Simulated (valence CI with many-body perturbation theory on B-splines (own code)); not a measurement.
# Cd42+: what the settings do

Computed by valence CI with perturbative core correlation (CI+MBPT): four valence electrons over a frozen Dirac-Fock core [He], a basis of 6 s, 6 p, 5 d, 3 f, 1 g functions for each j, with the one-electron correlation potential Σ1 (screened to all orders), the two-electron term Σ2, the three-electron term Σ3, Breit, model QED; selected single and double excitations, second order for the rest, scaled by the run's own slope (own B-spline code, finite nucleus).

No measured spectrum was set against this ion. As an estimate, large intervals hold to a few tenths of a per cent, small ones and those within an open d or f shell to about a per cent.

The reference run has the lowest level (2s^2 2p1/2^2) J=0 and an ionisation energy of 6881.49 eV. Its largest variational space holds 10000 state functions.

Levels are named by their leading jj configuration (3d3/2^4 stands for four electrons in 3d with j = 3/2), which in mixed levels can hold well under half, so a name can repeat and another be missing. Letters in brackets count levels of one name in rising energy.

Changed runs:
A. natural orbitals for correlation on → off
B. box radius (bohr) 1.3574 → 1.73; Breit term on → off; QED terms on → off
C. QED terms on → off
D. Davidson tolerance 2e-05 → 0.03 (bad on purpose)

Excitation energies of the reference run in cm⁻¹, and shifts in cm⁻¹:

```
                     Level  Reference      A       B       C  D
    (2s^2 2p1/2 2p3/2) J=1    1559640  -1048  +28131   -3420  0
    (2s^2 2p1/2 2p3/2) J=2    1674020   +309  +45266   -3432  0
    (2s 2p1/2^2 2p3/2) J=2    2815760  -1109  +40268  +28233  0
    (2s 2p1/2^2 2p3/2) J=1    3252540  +3165  +33210  +28468  0
        (2s^2 2p3/2^2) J=2    3317670   -516  +65021   -6289  0
        (2s^2 2p3/2^2) J=0    3596720   +607  +47545   -6013  0
(2s 2p1/2 2p3/2^2) J=2 [a]    4294520  -1943  +60740  +25166  0
    (2s 2p1/2 2p3/2^2) J=3    4539010   +524  +86504  +25135  0
    (2s 2p1/2 2p3/2^2) J=0    4790870  +1858  +49373  +25159  0
(2s 2p1/2 2p3/2^2) J=1 [a]    4888610  +2243  +59690  +25251  0
(2s 2p1/2 2p3/2^2) J=2 [b]    4969850  +3797  +76293  +25296  0
(2s 2p1/2 2p3/2^2) J=1 [b]    5005310  +3613  +57954  +25387  0
    Ionisation energy (eV)    6881.49  -0.69   +8.73   -0.22  0
```

No effect on these energies: D.
